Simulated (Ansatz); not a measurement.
**An input for C3H10Si (trimethylsilane)**

C3H10Si has 14 atoms, charge 0, and is taken as a singlet. SMILES: `C[SiH](C)C`. The shape is that of a PBE0-D4/def2-TZVP optimisation.

```csv
atom,x (Å),y (Å),z (Å)
C,-0.9568,1.0826,-1.0384
Si,-0.3388,-0.0146,0.3489
C,1.2394,0.6841,1.0778
C,-0.0513,-1.7567,-0.2776
H,-1.8881,0.6972,-1.4609
H,-1.1459,2.0987,-0.6831
H,-0.2216,1.1413,-1.8459
H,-1.3795,-0.0593,1.4204
H,2.0290,0.7335,0.3228
H,1.6018,0.0635,1.9012
H,1.0818,1.6941,1.4643
H,-0.9688,-2.1840,-0.6898
H,0.7069,-1.7673,-1.0657
H,0.2919,-2.4131,0.5260
```

Settings wanted:

```json
{
 "basis set": "def2-SVP",
 "task": "gradient",
 "method": "HF",
 "reference": "RHF",
 "accuracy": "high"
}
```

Q: Write the Ansatz 0.2.0 input and the command.

A: One that was run (others would do as well):

run.yaml:
```yaml
crystal:
  periodic: [false, false, false]
  atoms:
    - {symbol: C, position_ang: [-0.956800, 1.082600, -1.038400]}
    - {symbol: Si, position_ang: [-0.338800, -0.014600, 0.348900]}
    - {symbol: C, position_ang: [1.239400, 0.684100, 1.077800]}
    - {symbol: C, position_ang: [-0.051300, -1.756700, -0.277600]}
    - {symbol: H, position_ang: [-1.888100, 0.697200, -1.460900]}
    - {symbol: H, position_ang: [-1.145900, 2.098700, -0.683100]}
    - {symbol: H, position_ang: [-0.221600, 1.141300, -1.845900]}
    - {symbol: H, position_ang: [-1.379500, -0.059300, 1.420400]}
    - {symbol: H, position_ang: [2.029000, 0.733500, 0.322800]}
    - {symbol: H, position_ang: [1.601800, 0.063500, 1.901200]}
    - {symbol: H, position_ang: [1.081800, 1.694100, 1.464300]}
    - {symbol: H, position_ang: [-0.968800, -2.184000, -0.689800]}
    - {symbol: H, position_ang: [0.706900, -1.767300, -1.065700]}
    - {symbol: H, position_ang: [0.291900, -2.413100, 0.526000]}
basis:
  gaussian: {orbitals: def2-SVP}
hamiltonian: {xc: hf}
accuracy: high
output: {forces: true, orbitals: {seedname: orbitals}}
```

```bash
$ ansatz run run.yaml --threads 1 --pin off --max-ram 2610MiB --events-out events.jsonl --progress --plain --runs-dir runs
```

Calculated total energy: -408.21115 Eh, largest force 0.379 eV/Å.
